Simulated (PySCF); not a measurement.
**Copper: a sound run and one with changed settings**

Sound run: Cu⁺ [Ar] 3d10, Cu²⁺ [Ar] 3d9. All numbers are calculated (PySCF 2.14, no relativity, point nucleus, in pcseg-2 (6s4p3d2f1g, 56 functions)). In the sound run the correlated levels freeze [Ar]. The sound run starts from symmetry-adapted Hartree-Fock orbitals and uses a fine grid where one is needed.

Changed run: basis STO-3G. This setting is unsound on purpose.

```
species  method  sound run (hartree)  changed run (hartree)  converged
    Cu⁺     UHF          -1638.69518            -1618.43525        yes
    Cu⁺   B3LYP          -1640.28970            -1619.53370        yes
    Cu⁺    PBE0          -1639.99566            -1619.36724        yes
    Cu⁺     MP2          -1639.10295            -1618.43406        yes
   Cu²⁺     UHF          -1638.05936            -1619.11464        yes
   Cu²⁺   B3LYP          -1639.52664            -1620.14525        yes
   Cu²⁺    PBE0          -1639.24589            -1619.97825        yes
   Cu²⁺     MP2          -1638.33737            -1619.11687        yes
```

Ionisation energy of Cu⁺:

```
 method  sound run (eV)  changed run (eV)
    UHF          17.301           -18.487
  B3LYP          20.764           -16.641
   PBE0          20.402           -16.627
    MP2          20.832           -18.580
SCS-MP2          20.401           -18.578
```

A minimal basis cannot let orbitals breathe on ionisation and holds almost no correlation. A negative ionisation energy or a positive MP2 energy shows that the occupation asked for is not the lowest one in this basis.

For comparison, NIST gives 20.292 eV between the lowest levels.
